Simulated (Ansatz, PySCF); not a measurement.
The pair A = C2H2 (SMILES C#C) (first 4 atoms), B = HI (SMILES I); geometry from B3LYP-D3(BJ)/def2-TZVP.
(charge 0, multiplicity 1):
```xyz
6

C     -0.33174     0.14492     0.27935
C      0.86025     0.23622     0.34975
H     -1.38993     0.06400     0.21553
H      1.91860     0.31736     0.41061
I      0.03498    -0.07586     4.39688
H      0.12921     0.02758     2.78099
```

Correlated levels freeze the cores. Filled d and f shells under p-block atoms count as core. CBS(a, b) extrapolates the correlation energy as X⁻³ and adds the Hartree–Fock energy of set b. MP2 and its Hartree–Fock in def2-QZVPPD are density fitted.

Programs: Ansatz (Gaussian orbitals); PySCF for the dispersion terms. Values without a source in brackets are computed. In def2 rows elements past Kr take small-core potentials, without spin–orbit coupling.

The monomers are drawn apart, rigid, along the line of their centres of mass. Counterpoise-corrected interaction energies (kcal/mol):

| level | R = 5.103 Å | R = 6.122 Å |
|---|---|---|
| PBE/def2-TZVPPD | -0.8108 | -0.2765 |
| PBE-D3(BJ)/def2-TZVPPD | -1.1655 | -0.3936 |
| wB97M-V/def2-TZVPPD | -0.9398 | -0.3535 |
| MP2/CBS(def2-TZVPPD, def2-QZVPPD) + ΔCCSD(T)/def2-TZVPPD | -0.9537 | -0.3448 |

Q: R is the distance of the centres of mass. Find the local exponent m of E ∝ R⁻ᵐ between the two points.

A: 
m = ln(E₁/E₂)/ln(R₂/R₁): PBE/def2-TZVPPD 5.9; PBE-D3(BJ)/def2-TZVPPD 6.0; wB97M-V/def2-TZVPPD 5.4; MP2/CBS(def2-TZVPPD, def2-QZVPPD) + ΔCCSD(T)/def2-TZVPPD 5.6. For scale, two fixed dipoles give m = 3, dipole and quadrupole 4, quadrupoles 5, and dispersion or dipole-induced dipole 6 at long range; at these distances several terms mix, and what is left of overlap and damping shifts m, so it need not match one of them.

Ansatz is an electronic-structure program.
